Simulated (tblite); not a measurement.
Species: C4H6GeO.
Numbering: `[CH2:1]=[C:2]1[CH:3]=[CH:4][O:5][GeH2:6]1` (hydrogens: H7, H8 on C1; H9 on C3; H10 on C4; H11, H12 on Ge6)

Computed with GFN2-xTB (tblite), gas phase: L-BFGS steps from a force-field or distance-geometry start until the largest atomic force falls under 0.01 eV/Å.

Step 0: E = -477.7687 eV
```
atom  x, y, z in Å  |  force x, y, z in eV/Å
C1      1.8798   -0.1874   -0.3093   -0.253   0.157   0.014
C2      0.5588   -0.0866   -0.1070    1.281  -1.373  -0.203
C3     -0.3641   -1.2154   -0.0437   -0.517   0.324  -0.039
C4     -1.6423   -0.8454    0.1721    1.076   0.542   0.040
O5     -1.8938    0.5125    0.3437   -0.934  -0.991  -0.009
Ge6    -0.4021    1.5102    0.1861   -0.131   0.779   0.137
H7      2.3371   -1.1466   -0.4668    0.259  -0.046  -0.021
H8      2.4923    0.7103   -0.3239   -0.039  -0.400  -0.045
H9     -0.0706   -2.2473   -0.1802    0.038   0.243   0.016
H10    -2.4424   -1.5832    0.2468   -0.067   0.789   0.052
H11    -0.4284    2.4012   -1.0798   -0.275  -0.045   0.597
H12    -0.0230    2.1771    1.5360   -0.441   0.021  -0.539
```

Step 1: E = -477.8517 eV
```
atom  x, y, z in Å  |  force x, y, z in eV/Å
C1      1.8762   -0.1852   -0.3091    0.948  -0.356  -0.200
C2      0.5771   -0.1062   -0.1099   -0.415  -0.336   0.119
C3     -0.3715   -1.2108   -0.0443    0.638  -0.227  -0.221
C4     -1.6269   -0.8376    0.1727   -0.248   0.283   0.182
O5     -1.9072    0.4984    0.3436   -0.617  -0.450   0.002
Ge6    -0.4040    1.5213    0.1880    0.041   0.015   0.026
H7      2.3408   -1.1473   -0.4671    0.246   0.068  -0.013
H8      2.4917    0.7046   -0.3245    0.019  -0.248  -0.039
H9     -0.0701   -2.2438   -0.1800   -0.058   0.275   0.030
H10    -2.4433   -1.5720    0.2475    0.158   0.843   0.024
H11    -0.4323    2.4005   -1.0713   -0.291   0.039   0.493
H12    -0.0293    2.1774    1.5283   -0.420   0.095  -0.404
```

Step 2: E = -477.9098 eV
```
atom  x, y, z in Å  |  force x, y, z in eV/Å
C1      1.8906   -0.1901   -0.3125    0.048  -0.373  -0.052
C2      0.5808   -0.1238   -0.1095    0.107   0.307   0.060
C3     -0.3647   -1.2120   -0.0485    0.157  -0.057  -0.078
C4     -1.6220   -0.8280    0.1763   -0.071  -0.172   0.059
O5     -1.9259    0.4820    0.3435   -0.308   0.149   0.028
Ge6    -0.4044    1.5282    0.1897    0.083  -0.529  -0.057
H7      2.3473   -1.1465   -0.4675    0.399  -0.168  -0.066
H8      2.4917    0.6968   -0.3256    0.207   0.014  -0.041
H9     -0.0708   -2.2369   -0.1793   -0.005  -0.055  -0.013
H10    -2.4411   -1.5505    0.2484    0.068   0.584   0.029
H11    -0.4398    2.4008   -1.0576   -0.301   0.126   0.359
H12    -0.0404    2.1793    1.5167   -0.384   0.175  -0.229
```

Problem. Estimate the geometry and energy of step 3. (The exact step hangs on the optimiser's Hessian estimate; all steps are aligned on step 2, rigid shifts and turns removed.)

Solution. E = -477.9458 eV, largest force 0.624 eV/Å
```
atom  x, y, z in Å  |  force x, y, z in eV/Å
C1      1.8972   -0.1993   -0.3150    0.104  -0.139  -0.027
C2      0.5890   -0.1303   -0.1089   -0.032   0.376   0.053
C3     -0.3603   -1.2126   -0.0521   -0.025   0.104   0.014
C4     -1.6176   -0.8253    0.1792    0.057  -0.101  -0.008
O5     -1.9438    0.4743    0.3440    0.067   0.352   0.006
Ge6    -0.4034    1.5233    0.1897   -0.012  -0.620  -0.072
H7      2.3592   -1.1497   -0.4691    0.408  -0.266  -0.083
H8      2.4957    0.6923   -0.3271    0.185  -0.047  -0.040
H9     -0.0710   -2.2341   -0.1792    0.028  -0.219  -0.035
H10    -2.4390   -1.5263    0.2495   -0.146   0.199   0.041
H11    -0.4501    2.4033   -1.0421   -0.292   0.158   0.260
H12    -0.0547    2.1837    1.5050   -0.342   0.203  -0.109
```

The energy changes by -0.0360 eV. The first-order estimate −F·Δx gives -0.0485 eV and the mean of the old and new forces, exact on a quadratic surface, -0.0360 eV. The step makes an angle of 40° with the force vector and moves no atom by more than 0.024 Å.

The cost below is that of the whole relaxation. On one thread of an Arm Neoverse V1, shared host, this took 0.15 s of wall time.
